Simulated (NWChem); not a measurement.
All runs are NWChem calculations. System: CH3OS, charge 0, spin multiplicity 2, at a geometry optimised with UPBE0/def2-SVP. The structure started from a generated list of species. Its SCF solution wasn't tested for a lower state. Level: UB2PLYP/6-311G** (spherical d), 7 core orbitals frozen.

The NWChem input:

```
start mol
memory heap 200 mb stack 900 mb global 1100 mb
geometry units angstroms nocenter noautoz
  C      0.311754    -1.391362     0.000000
  S     -0.509635     0.219337     0.000000
  O      0.608802     1.246816     0.000000
  H      0.938095    -1.481646    -0.899428
  H     -0.462966    -2.172454     0.000000
  H      0.938095    -1.481646     0.899428
  symmetry group Cs
end
basis spherical
  * library 6-311g**
end
dft
  xc hfexch 0.53 becke88 0.47 lyp 0.73 mp2 0.27
  dftmp2
  odft
  mult 2
  semidirect memsize 60000000 filesize 0
  iterations 100
end
mp2
  freeze core 7
end
task dft energy
```

Part of the output:

```
             Northwest Computational Chemistry Package (NWChem) 7.3.0
             --------------------------------------------------------

                                NWChem Input Module
                                -------------------

 Scaling coordinates for geometry "geometry" by  1.889725989
 (inverse scale =  0.529177249)

 Turning off AUTOSYM since
 SYMMETRY directive was detected!

                             Geometry "geometry" -> ""
                             -------------------------

 Output coordinates in angstroms (scale by  1.889725989 to convert to a.u.)

  No.       Tag          Charge          X              Y              Z
 ---- ---------------- ---------- -------------- -------------- --------------
    1 C                    6.0000     0.31175400    -1.39136200     0.00000000
    2 S                   16.0000    -0.50963500     0.21933700     0.00000000
    3 O                    8.0000     0.60880200     1.24681600     0.00000000
    4 H                    1.0000     0.93809500    -1.48164600    -0.89942800
    5 H                    1.0000    -0.46296600    -2.17245400     0.00000000
    6 H                    1.0000     0.93809500    -1.48164600     0.89942800

 Effective nuclear repulsion energy (a.u.)     106.4863176301

            Nuclear Dipole moment (a.u.)
            ----------------------------
        X                 Y               Z
 ---------------- ---------------- ----------------
     0.0000075589     0.0000037795     0.0000000000

      Symmetry information
      --------------------

 Group name             Cs
 Group number              2
 Group order               2
 No. of unique centers     5

      Symmetry unique atoms

     1    2    3    4    5


 Summary of "ao basis" -> "" (spherical)
 ------------------------------------------------------------------------------
       Tag                 Description            Shells   Functions and Types
 ---------------- ------------------------------  ------  ---------------------
 *                          6-311g**                  on all atoms

  dft_input: which_mp2 not specified, using semidirect MP2 by default.

                                 NWChem DFT Module
                                 -----------------

 Summary of "ao basis" -> "ao basis" (spherical)
 ------------------------------------------------------------------------------
       Tag                 Description            Shells   Functions and Types
 ---------------- ------------------------------  ------  ---------------------
 C                          6-311g**                 8       18   4s3p1d
 S                          6-311g**                12       26   6s5p1d
 O                          6-311g**                 8       18   4s3p1d
 H                          6-311g**                 4        6   3s1p

 Summary of "ao basis" -> "ao basis" (spherical)
 ------------------------------------------------------------------------------
       Tag                 Description            Shells   Functions and Types
 ---------------- ------------------------------  ------  ---------------------
 C                          6-311g**                 8       18   4s3p1d
 S                          6-311g**                12       26   6s5p1d
 O                          6-311g**                 8       18   4s3p1d
 H                          6-311g**                 4        6   3s1p

      Symmetry analysis of basis
      --------------------------

        a'         56
        a"         24

            General Information
            -------------------
          SCF calculation type: DFT
          Wavefunction type:  spin polarized.
          No. of atoms     :     6
          No. of electrons :    33
           Alpha electrons :    17
            Beta electrons :    16
          Charge           :     0
          Spin multiplicity:     2
          Use of symmetry is: on ; symmetry adaption is: on
          Maximum number of iterations: 100
          AO basis - number of functions:    80
                     number of shells:    40
          Convergence on energy requested:  1.00D-06
          Convergence on density requested:  1.00D-05
          Convergence on gradient requested:  5.00D-04

              XC Information
              --------------
                     Hartree-Fock (Exact) Exchange  0.530
                    Becke 1988 Exchange Functional  0.470
              Lee-Yang-Parr Correlation Functional  0.730

             Grid Information
             ----------------
          Grid used for XC integration:  medium
          Radial quadrature: Mura-Knowles
          Angular quadrature: Lebedev.
          Tag              B.-S. Rad. Rad. Pts. Rad. Cut. Ang. Pts.
          ---              ---------- --------- --------- ---------
          C                   0.70       49           8.0       434
          S                   1.00       88           9.0       590
          O                   0.60       49          10.0       434
          H                   0.35       45           9.0       434
          Grid pruning is: on
          Number of quadrature shells:   276
          Spatial weights used:  Erf1

          Convergence Information
          -----------------------
          Convergence aids based upon iterative change in
          total energy or number of iterations.
          Levelshifting, if invoked, occurs when the
          HOMO/LUMO gap drops below (HL_TOL):  1.00D-02
          DIIS, if invoked, will attempt to extrapolate
          using up to (NFOCK): 10 stored Fock matrices.

                    Damping( 0%)  Levelshifting(0.5)       DIIS
[...]
    28     -0.119011  2 S  px                23     -0.104627  2 S  s

 Vector   15  Occ=1.000000D+00  E=-3.817279D-01  Symmetry=a"
              MO Center=  1.1D-01,  5.4D-01,  2.7D-15, r^2= 1.9D+00
   Bfn.  Coefficient  Atom+Function         Bfn.  Coefficient  Atom+Function
  ----- ------------  ---------------      ----- ------------  ---------------
    36      0.412528  2 S  pz                57      0.281224  3 O  pz
    53      0.250043  3 O  pz                33      0.190873  2 S  pz
    39      0.177973  2 S  pz                49      0.169895  3 O  pz
    30     -0.137059  2 S  pz                 9     -0.099454  1 C  pz
    13     -0.093883  1 C  pz                64      0.075039  4 H  s

 Vector   16  Occ=1.000000D+00  E=-3.352831D-01  Symmetry=a'
              MO Center=  1.2D-01,  4.6D-01, -1.8D-14, r^2= 2.3D+00
   Bfn.  Coefficient  Atom+Function         Bfn.  Coefficient  Atom+Function
  ----- ------------  ---------------      ----- ------------  ---------------
    24      0.351706  2 S  s                 55      0.305619  3 O  px
    51      0.263340  3 O  px                10     -0.250144  1 C  s
    34     -0.242096  2 S  px                56     -0.231981  3 O  py
    52     -0.206745  3 O  py                 8     -0.188779  1 C  py
    47      0.181357  3 O  px                11      0.143077  1 C  px

 Vector   17  Occ=0.000000D+00  E=-3.679003D-02  Symmetry=a"
              MO Center=  2.7D-02,  5.9D-01,  1.3D-16, r^2= 2.2D+00
   Bfn.  Coefficient  Atom+Function         Bfn.  Coefficient  Atom+Function
  ----- ------------  ---------------      ----- ------------  ---------------
    57      0.486866  3 O  pz                36     -0.433023  2 S  pz
    39     -0.329192  2 S  pz                53      0.294588  3 O  pz
    65     -0.248630  4 H  s                 77      0.248630  6 H  s
    49      0.215495  3 O  pz                33     -0.180528  2 S  pz
    13     -0.165352  1 C  pz                30      0.127172  2 S  pz

 Vector   18  Occ=0.000000D+00  E= 7.348884D-02  Symmetry=a'
              MO Center= -2.5D-01, -7.8D-01,  1.5D-13, r^2= 5.7D+00
   Bfn.  Coefficient  Atom+Function         Bfn.  Coefficient  Atom+Function
  ----- ------------  ---------------      ----- ------------  ---------------
    10      1.579161  1 C  s                 38      0.720422  2 S  py
    65     -0.556008  4 H  s                 77     -0.556008  6 H  s
    71     -0.552438  5 H  s                 54     -0.356395  3 O  s
    35      0.331822  2 S  py                55      0.200844  3 O  px
     6      0.149971  1 C  s                 37      0.133264  2 S  px

 Vector   19  Occ=0.000000D+00  E= 9.395882D-02  Symmetry=a'
              MO Center=  1.5D-01, -4.5D-01, -6.6D-15, r^2= 5.9D+00
   Bfn.  Coefficient  Atom+Function         Bfn.  Coefficient  Atom+Function
  ----- ------------  ---------------      ----- ------------  ---------------
    10      1.148792  1 C  s                 71     -0.807132  5 H  s
    38     -0.761137  2 S  py                65     -0.659964  4 H  s
    77     -0.659964  6 H  s                 54      0.631493  3 O  s
    37     -0.433887  2 S  px                12     -0.271350  1 C  py
    34     -0.250776  2 S  px                24     -0.248461  2 S  s

   alpha - beta orbital overlaps
   -----------------------------

   alpha      1      2      3      4      5      6      7      8      9     10
    beta      1      2      3      4      7      5      6      8      9     10
 overlap   1.000  1.000  1.000  1.000  1.000  0.994  0.994  0.998  0.992  0.992

   alpha     11     12     13     14     15     16     17     18     19     20
    beta     12     11     13     15     14     16     17     18     19     20
 overlap   0.857  0.968  0.972  0.811  0.992  0.999  0.945  0.988  0.976  0.979

   alpha     21     22     23     24     25     26     27     28     29     30
    beta     21     22     24     23     25     26     27     28     29     30
 overlap   0.998  0.987  0.995  1.000  0.996  0.999  0.997  0.999  0.999  0.999

   alpha     31     32     33     34     35     36     37     38     39     40
    beta     31     32     34     36     33     35     37     38     39     40
 overlap   0.998  0.999  0.746  0.743  0.990  0.993  0.997  0.983  0.993  0.986

   alpha     41     42     43     44     45     46     47     48     49     50
    beta     41     42     43     44     45     46     47     48     49     50
 overlap   0.991  0.999  0.993  1.000  1.000  1.000  1.000  0.999  1.000  1.000

   alpha     51     52     53     54     55     56     57     58     59     60
    beta     51     52     53     54     55     56     57     58     59     60
 overlap   0.999  1.000  1.000  1.000  1.000  1.000  1.000  1.000  1.000  1.000

   alpha     61     62     63     64     65     66     67     68     69     70
    beta     61     62     63     64     66     65     67     68     69     70
 overlap   1.000  0.985  1.000  0.979  1.000  0.996  0.998  0.999  1.000  1.000

   alpha     71     72     73     74     75     76     77     78     79     80
    beta     71     72     73     74     75     76     77     78     79     80
 overlap   1.000  1.000  1.000  1.000  1.000  1.000  1.000  1.000  1.000  1.000

     --------------------------
     Expectation value of S2:
     --------------------------
      <S2> =      0.7593 (Exact =     0.7500)

 center of mass
 --------------
 x =  -0.04173094 y =   0.15249371 z =   0.00000000

 moments of inertia (a.u.)
 ------------------
         214.390602708066          -6.022259263755           0.000000000000
          -6.022259263755          67.808761575838           0.000000000000
           0.000000000000           0.000000000000         270.553396163744

     Multipole analysis of the density
     ---------------------------------

     L   x y z        total         alpha         beta         nuclear
     -   - - -        -----         -----         ----         -------
     0   0 0 0     -0.000000    -17.000000    -16.000000     33.000000

     1   1 0 0     -0.334934     -0.233036     -0.101905      0.000008
     1   0 1 0     -1.191658     -1.240869      0.049207      0.000004
     1   0 0 1      0.000000      0.000000      0.000000      0.000000

     2   2 0 0    -19.123769    -27.873893    -25.811670     34.561795
     2   1 1 0     -1.138007     -1.073668      0.266517     -0.330857
     2   1 0 1     -0.000000      0.000000     -0.000000      0.000000
     2   0 2 0    -19.403619    -72.116162    -68.459297    121.171840
     2   0 1 1      0.000000      0.000000      0.000000      0.000000
     2   0 0 2    -18.393504    -13.006584    -11.164693      5.777773

                   NWChem MP2 Semi-direct Energy/Gradient Module
                   ---------------------------------------------

  Basis functions       =     80
  Molecular orbitals    =     80
  Frozen core           =      7
  Frozen virtuals       =      0
  Active alpha occupied =     10
  Active beta occupied  =      9
  Active alpha virtual  =     63
  Active beta virtual   =     64
  Use MO symmetry       = T
  Use skeleton AO sym   = T

  AO/Fock/Back tols     =   1.0D-09  1.0D-09  1.0D-09

 GA uses MA = F    GA memory limited = T

 Available:
  local mem=  4.43D+07
 global mem=  1.44D+08
 local disk=  0.00D+00
  mp2_memr nvloc                    63
  nvloc new                    63
   1 passes of  10:        3145728                      29121                   6784027.
   1 passes of  10: M     44322659           G      144166400           F      41176931.

 Semi-direct pass number   1 of   1  for UHF alpha       at        4.8s
  vrange nnbf                  3162
  mp2_eaftype                    25  avail_ma_in_mb                   386
 EAF : mp2_eaftype filesize          25    3392013.
  mp2_eaf for mointskh                     25
Node 0 wrote     15.9 Mb in      0.0 s     Agg I/O rate:   709.3 Mb/s
 Done moints_semi at        6.5s
  mp2_eaftype                    25  avail_ma_in_mb                   386
 EAF : mp2_eaftype filesize          25    3392013.
  mp2_eaf for kh                    25
 Done maket at        6.6s
 Done multipass loop at        6.6s

 GA uses MA = F    GA memory limited = T

 Available:
  local mem=  4.43D+07
 global mem=  1.44D+08
 local disk=  0.00D+00
  mp2_memr nvloc                    64
  nvloc new                    64
   1 passes of   9:        3145728                      27744                   6203484.
   1 passes of   9: M     44322659           G      144166400           F      41176931.

 Semi-direct pass number   1 of   1  for UHF beta        at        6.6s
  vrange nnbf                  3162
  mp2_eaftype                    23  avail_ma_in_mb                   386
 EAF : mp2_eaftype filesize          23    3101742.
  mp2_eaf for mointskh                     23
Node 0 wrote     14.6 Mb in      0.0 s     Agg I/O rate:  1490.3 Mb/s
 Done moints_semi at        8.3s
  mp2_eaftype                    23  avail_ma_in_mb                   386
 EAF : mp2_eaftype filesize          23    3101742.
  mp2_eaf for kh                    23
 Done maket at        8.4s
 Done multipass loop at        8.4s

          -------------------------------------------
          DFT energy                    -512.905780076604
          Unscaled MP2 energy             -0.586357557406
          Total DFT+MP2 energy          -513.064096617104
          -------------------------------------------

 -----------------------
 Performance information
 -----------------------

 Timer overhead =  1.41D-07 seconds/call

               Nr. of calls         CPU time (s)                 Wall time (s)                GFlops
             ---------------    -------------------     ------------------------------   -------------------
Name         Min   Avg   Max    Min     Avg     Max     Min     Avg     Max   Mx/calls   Min     Max     Sum
mp2: moin     2     2     2    3.4     3.4     3.4      3.4     3.4     3.4     1.7      0.0     0.0     0.0
mp2: make     2     2     2   0.27    0.27    0.27     0.27    0.27    0.27    0.13      0.0     0.0     0.0
mp2: tota     1     1     1    3.7     3.7     3.7      3.7     3.7     3.7     3.7      0.0     0.0     0.0

 The average no. of pstat calls per process was 5.00D+00
 with a timing overhead of 7.03D-07s

 Task  times  cpu:        8.4s     wall:        8.4s

 Total times  cpu:        8.5s     wall:        8.5s
```
